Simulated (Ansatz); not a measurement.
Calculated with Ansatz (gas phase, PBE0-D4/def2-TZVP geometries, no zero-point term in ΔE). CBS: MP2 limit from def2 TZ/QZ plus the TZ coupled-cluster correction, frozen cores. This one scheme is used for every species. DFT in def2-TZVPP. B3LYP here is the variant with VWN-RPA as its local correlation; programs differ in this. Each species was taken in one conformer, which may not be the lowest.

Consider the ligand exchange at the Si–C bond: `N[SiH](O)CCl` + HCl → `N[SiH](O)Cl` + `CCl`.

```json
{"level": "PBE-D4", "ΔE (kJ/mol)": "-107.2", "difference from CCSD(T)/CBS": "3.1"}
{"level": "r2SCAN-D4", "ΔE (kJ/mol)": "-113.8", "difference from CCSD(T)/CBS": "-3.5"}
{"level": "PBE0-D4", "ΔE (kJ/mol)": "-110.8", "difference from CCSD(T)/CBS": "-0.5"}
{"level": "B3LYP-D4", "ΔE (kJ/mol)": "-110.7", "difference from CCSD(T)/CBS": "-0.4"}
{"level": "ωB97X-V", "ΔE (kJ/mol)": "-111.6", "difference from CCSD(T)/CBS": "-1.3"}
{"level": "ωB97M-V", "ΔE (kJ/mol)": "-110.7", "difference from CCSD(T)/CBS": "-0.4"}
{"level": "B2PLYP", "ΔE (kJ/mol)": "-115.4", "difference from CCSD(T)/CBS": "-5.1"}
{"level": "PBE", "ΔE (kJ/mol)": "-111.4", "difference from CCSD(T)/CBS": "-1.1"}
{"level": "r2SCAN", "ΔE (kJ/mol)": "-115.1", "difference from CCSD(T)/CBS": "-4.8"}
{"level": "PBE0", "ΔE (kJ/mol)": "-114.6", "difference from CCSD(T)/CBS": "-4.3"}
{"level": "B3LYP", "ΔE (kJ/mol)": "-117.2", "difference from CCSD(T)/CBS": "-6.9"}
{"level": "HF/def2-TZVPP", "ΔE (kJ/mol)": "-127.8", "difference from CCSD(T)/CBS": "-17.5"}
{"level": "MP2/def2-TZVPP", "ΔE (kJ/mol)": "-111.8", "difference from CCSD(T)/CBS": "-1.5"}
{"level": "SCS-MP2/def2-TZVPP", "ΔE (kJ/mol)": "-112.7", "difference from CCSD(T)/CBS": "-2.4"}
{"level": "CCSD/def2-TZVPP", "ΔE (kJ/mol)": "-109.6", "difference from CCSD(T)/CBS": "0.7"}
{"level": "CCSD(T)/def2-TZVPP", "ΔE (kJ/mol)": "-107.3", "difference from CCSD(T)/CBS": "3.0"}
{"level": "HF/def2-QZVPP", "ΔE (kJ/mol)": "-128.4", "difference from CCSD(T)/CBS": "-18.1"}
{"level": "MP2/def2-QZVPP", "ΔE (kJ/mol)": "-113.8", "difference from CCSD(T)/CBS": "-3.5"}
{"level": "SCS-MP2/def2-QZVPP", "ΔE (kJ/mol)": "-114.8", "difference from CCSD(T)/CBS": "-4.5"}
{"level": "HF/CBS(def2)", "ΔE (kJ/mol)": "-128.5", "difference from CCSD(T)/CBS": "-18.2"}
{"level": "MP2/CBS(def2)", "ΔE (kJ/mol)": "-114.8", "difference from CCSD(T)/CBS": "-4.5"}
{"level": "CCSD/CBS(def2)", "ΔE (kJ/mol)": "-112.6", "difference from CCSD(T)/CBS": "-2.3"}
{"level": "CCSD(T)/CBS", "ΔE (kJ/mol)": "-110.3", "difference from CCSD(T)/CBS": "0"}
```

Largest T1 diagnostic among the species: 0.010.

The D4 term adds +6.4 kJ/mol with B3LYP and +3.8 kJ/mol with PBE0; it sums over pairs of atoms, weighted by their polarisabilities, and B3LYP, whose exchange is more repulsive, gets the larger term. From PBE to PBE0 (25 % exact exchange), in def2-TZVPP and without D4, ΔE moves by −3.2 kJ/mol.
